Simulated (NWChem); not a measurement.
MgSiH3Cl; SMILES [Mg]([SiH3])[Cl]

All runs: NWChem. Pople sets run with spherical d functions. Each level has its own optimisation; frequencies are unscaled.

```csv
level,r Cl–Mg (Å),r Mg–Si (Å),r H–Si (Å),highest harmonic frequency (cm⁻¹),lowest (cm⁻¹),zero-point energy (kcal/mol),dipole (D)
PBE/def2-SVP,2.221,2.568,1.511,2139,99,15.4,1.34
Hartree-Fock/6-31G*,2.216,2.596,1.483,2329,94,17.0,1.70
PBE0/def2-SVP,2.211,2.564,1.501,2203,101,15.9,1.38
```
